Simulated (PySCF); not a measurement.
A side-by-side comparison of computed properties.

First species: C3H9F3OSi2.
Cartesian coordinates in Å at the GFN2-xTB level; atoms count from 1:
```
atom  x, y, z in Å
C1     2.1673    0.1665    0.2508
O2     0.9432    0.8642    0.2404
C3    -0.2478    0.1235   -0.0270
Si4   -1.4784    1.6041   -0.0353
Si5   -0.6141   -1.2652    1.2494
C6    -0.2251   -0.4783   -1.4020
F7     0.1999    0.3585   -2.3635
F8    -1.4586   -0.8801   -1.7723
F9     0.5500   -1.5822   -1.5253
H10    2.1423   -0.6743    0.9517
H11    2.4374   -0.2029   -0.7432
H12    2.9127    0.8903    0.5767
H13   -1.0454    2.5213   -1.0818
H14   -1.3405    2.1941    1.2907
H15   -2.8291    1.0971   -0.2754
H16    0.2223   -2.4422    1.0166
H17   -2.0202   -1.6194    1.0878
H18   -0.3247   -0.6688    2.5501
```

Second species: C7H13NSi.
Geometry (GFN2-xTB, Å), atoms numbered from 1 in this order:
```
atom  x, y, z in Å
C1     4.0292   -0.4666    0.5450
C2     2.7406   -0.4528   -0.1082
C3     1.6670   -0.4476   -0.6575
Si4    0.0088   -0.4471   -1.4616
C5    -1.2491    0.0798   -0.0906
C6    -0.9200    1.4881    0.4028
C7    -1.1819   -0.9050    1.0776
C8    -2.5964    0.0059   -0.7273
N9    -3.3152    0.9158   -1.2123
H10    4.8238   -0.3894   -0.1968
H11    4.1078    0.3716    1.2372
H12    4.1535   -1.3964    1.1000
H13   -0.0326    0.5320   -2.5519
H14   -0.3170   -1.7974   -1.9304
H15    0.0524    1.4943    0.8909
H16   -1.6674    1.8277    1.1217
H17   -0.8837    2.2017   -0.4193
H18   -1.4346   -1.9133    0.7547
H19   -1.8814   -0.6133    1.8620
H20   -0.1800   -0.9239    1.5030
H21   -3.0044   -1.0008   -0.8080
H22   -2.9296    1.8560   -1.1335
```

Levels: PBE0/pcSseg-1 for dipole moment, HOMO energy, LUMO energy and HOMO–LUMO gap; GFN2-xTB for rotational constant A and rotational constant C. Geometries: GFN2-xTB. Each structure is a single optimised conformer of the isolated species, non-relativistic unless stated. Electronic properties by PySCF.

Dipoles, sizes and rotational constants follow the conformer. The torsions of the flexible species, by atom-mapped SMILES:
- `[CH3:1][O:2][C:3]([SiH3:4])([SiH3:5])[C:6]([F:7])([F:8])[F:9]`: C1–O2–C3–Si4 -176°, O2–C3–C6–F7 -45°
- `[H]/[N:9]=[CH:8]\[C:5]([SiH2:4][C:3]#[C:2][CH3:1])([CH3:6])[CH3:7]`: C3–Si4–C5–C6 62°, Si4–C5–C8–N9 -99°

```json
{"property": "dipole moment", "column X": "4.09 D", "column Y": "1.82 D"}
{"property": "HOMO energy", "column X": "-7.08 eV", "column Y": "-7.85 eV"}
{"property": "LUMO energy", "column X": "-0.28 eV", "column Y": "0.21 eV"}
{"property": "HOMO–LUMO gap", "column X": "6.80 eV", "column Y": "8.06 eV"}
{"property": "rotational constant A", "column X": "2.865 GHz", "column Y": "1.172 GHz"}
{"property": "rotational constant C", "column X": "0.618 GHz", "column Y": "1.007 GHz"}
```

(1) Which column belongs to which species?

(2) How does each property change from the first species to the second?

Results:

(1) Column X is the second species and column Y the first. The first has 18 atoms and 90 electrons, the second 22 and 76.

(2) dipole moment +2.27 D; HOMO energy +0.77 eV; LUMO energy -0.49 eV; HOMO–LUMO gap -1.26 eV; rotational constant A +1.693 GHz; rotational constant C -0.389 GHz.

On the first: In atomic units the dipole is 0.72 e·bohr (1 au = 2.5417 D).

On the second: The dipole matches unit charges of opposite sign 0.85 Å apart (1 e·Å = 4.8032 D). A dipole of 4.09 D is allowed in C1, and pure rotational transitions are dipole-allowed.
